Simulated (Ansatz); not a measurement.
H4OS3Zr, SMILES `[OH][Zr]([SH])([SH])[SH]`. The species carries charge 0 and has multiplicity 1. Zr: def2 effective core potential.

```json
{"atom": "O1", "x (Å)": "-0.249", "y (Å)": "1.892", "z (Å)": "0.029"}
{"atom": "Zr2", "x (Å)": "0.101", "y (Å)": "0.041", "z (Å)": "-0.172"}
{"atom": "S3", "x (Å)": "-1.214", "y (Å)": "-1.032", "z (Å)": "-1.923"}
{"atom": "S4", "x (Å)": "2.437", "y (Å)": "-0.263", "z (Å)": "-0.788"}
{"atom": "S5", "x (Å)": "-0.434", "y (Å)": "-1.158", "z (Å)": "1.891"}
{"atom": "H6", "x (Å)": "-0.577", "y (Å)": "2.784", "z (Å)": "-0.053"}
{"atom": "H7", "x (Å)": "-2.358", "y (Å)": "-0.652", "z (Å)": "-1.316"}
{"atom": "H8", "x (Å)": "2.393", "y (Å)": "-1.523", "z (Å)": "-0.308"}
{"atom": "H9", "x (Å)": "-0.099", "y (Å)": "-0.089", "z (Å)": "2.640"}
```

What are the harmonic wavenumbers in cm⁻¹ at PBE0-D4/def2-TZVP (Ansatz, finite differences of forces, unscaled)? (An estimate is asked.)

The calculation gave: 55, 84, 93, 117, 127, 137, 188, 235, 280, 296, 348, 371, 381, 491, 494, 505, 740, 2674, 2680, 2684, 3980.

Is this a minimum?

Yes, all 21 modes are real.

Give the ideal-gas thermochemistry at 298.15 K and 1 bar (rigid rotor, harmonic oscillator; point group C1, symmetry number 1).

Zero-point energy 101.4 kJ/mol; H(298) − E = 132.8 kJ/mol; entropy 440.2 J/(mol·K), of which translation 175.4, rotation 124.1, vibration 140.8; G(298) − E = 1.5 kJ/mol. Modes under 100 cm⁻¹ are hindered rotations or soft bends, so the harmonic entropy is rough.

And at 400, 500, 600, 800 and 1000 K?


| T (K) | H − E (kJ/mol) | S (J/mol/K) | G − E (kJ/mol) |
| --- | --- | --- | --- |
| 400 | 148.6 | 485.7 | -45.7 |
| 500 | 164.8 | 521.9 | -96.2 |
| 600 | 181.5 | 552.4 | -149.9 |
| 800 | 215.9 | 601.9 | -265.6 |
| 1000 | 251.6 | 641.6 | -390.0 |
